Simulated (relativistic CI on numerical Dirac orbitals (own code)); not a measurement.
Mn²⁺ in a cubic cluster: 1s photoemission with charge transfer

Computed with a charge-transfer multiplet model of a cubic metal-ligand cluster with up to 3 ligand holes, Slater and spin-orbit integrals from Dirac-Coulomb-Breit ions, Slater integrals scaled by 0.8. The ground state mixes d5 with configurations of k ligand holes L, whose averages lie at kΔ + k(k − 1)U_dd/2; a core hole lowers each added d electron by U_cd. 300 K, Lorentzian 1.1 eV and Gaussian 0.6 eV FWHM.

Atomic integrals in eV (Slater integrals scaled, ζ unscaled), ground: F2dd 8.204, F4dd 5.095, zeta_d 0.037; with the core hole: F2dd 9.649, F4dd 6.032, zeta_d 0.058, G2cd 0.049.

Cluster parameters (eV): Δ = 2.9, U_cd = 6.5, 10Dq = 1.5, 10Dq(ligand) = 1.3, V(eg) = 2.6, V(t2g) = -1.21, final-state hopping factor = 1.

```csv
Case,n_d,d5,d6L,d7L2,d8L3,S
U_dd = 5.3 eV,5.65,0.45,0.46,0.09,0.00,0.51
U_dd = 6.7 eV,5.61,0.47,0.46,0.07,0.00,0.51
U_dd = 7.4 eV,5.60,0.48,0.45,0.07,0.00,0.51
```

Weights, n_d and S are thermal averages at 300 K. Binding energies count from the first peak over 30 % of the highest in each spectrum, which can be another peak from case to case. The parameters are a model scan and need not match a compound or its usual spin state. Peaks in eV (height, largest 100):
- U_dd = 5.3 eV: 0.0 (100), 8.7 (23)
- U_dd = 6.7 eV: 0.0 (100), 9.1 (19)
- U_dd = 7.4 eV: 0.0 (100), 9.3 (18)

Curve for U_dd = 7.4 eV (points under 2 left out, the grid thinned):

```
E (eV)  Intensity
  -3.8        2.5
  -3.4        3.1
  -3.1        3.7
  -2.7        4.8
  -2.3        6.6
  -2.0        8.6
  -1.6       13.1
  -1.3       19.2
  -0.9       35.2
  -0.5       66.8
  -0.2       93.1
   0.2       93.4
   0.6       57.9
   0.9       35.6
   1.3       19.4
   1.7       11.9
   2.0        8.8
   2.4        6.3
   2.7        5.0
   3.1        4.0
   3.5        3.3
   3.8        2.9
   4.2        2.7
   4.6        2.6
   4.9        2.6
   5.3        2.5
   5.7        2.5
   6.0        2.5
   6.4        2.5
   6.7        2.5
   7.1        2.7
   7.5        3.2
   7.8        3.9
   8.2        5.8
   8.6        9.8
   8.9       14.4
   9.3       18.3
   9.7       15.4
  10.0       11.6
  10.4        8.1
  10.7        6.7
  11.1        5.3
  11.5        3.8
  11.8        2.9
  12.2        2.1
```

For the case U_dd = 5.3 eV, Δ = 2.9 eV is smaller than U_dd = 5.3 eV, the charge-transfer side of the Zaanen-Sawatzky-Allen scheme. With the core hole the average of the configuration with one ligand hole lies at Δ − U_cd = -3.6 eV before mixing: the effective hopping of about 4.9 eV (from the holes of the mixed ground state) is comparable with this gap or larger, so the configurations mix strongly.
